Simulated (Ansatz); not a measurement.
Correlation energies of H$_{6}$OSSi$_{2}$, SMILES `O[SiH2]S[SiH3]` by basis set

Z-matrix (Å, degrees):
```
Si
S 1 2.133
O 1 1.643 2 112.7
H 1 1.484 2 104.2 3 122.4
H 1 1.478 2 111.2 3 -117.0
Si 2 2.142 1 97.8 3 56.4
H 3 0.959 1 117.4 2 55.1
H 6 1.485 2 110.0 1 38.0
H 6 1.483 2 106.7 1 157.7
H 6 1.484 2 111.2 1 -83.2
```

Total charge 0; spin multiplicity 1. The structure was optimised at the PBE0-D4/def2-TZVP level. It is one conformer, not always the lowest. Frozen core, restricted reference, Ansatz 0.2.0. CBS rows extrapolate triple and quadruple zeta; past MP2 they add the triple-zeta difference.

| basis | HF (Eh) | MP2 corr. | CCSD corr. | (T) | CCSD(T) total |
| --- | --- | --- | --- | --- | --- |
| def2-TZVPP | -1053.92701 | -0.66995 | ? | -0.02788 | ? |
| def2-QZVPP | ? | ? | – | – | – |
| CBS(def2) | ? | -0.76642 | -0.81831 | as TZ | ? |

Question: Fill in the withheld values. (Best estimate.)

Answer: The calculation gave: def2-TZVPP CCSD corr.: -0.72184; def2-TZVPP CCSD(T) total: -1054.67673; def2-QZVPP HF (Eh): -1053.96037; def2-QZVPP MP2 corr.: -0.72536; CBS(def2) HF (Eh): -1053.96496; CBS(def2) CCSD(T) total: -1054.81115.
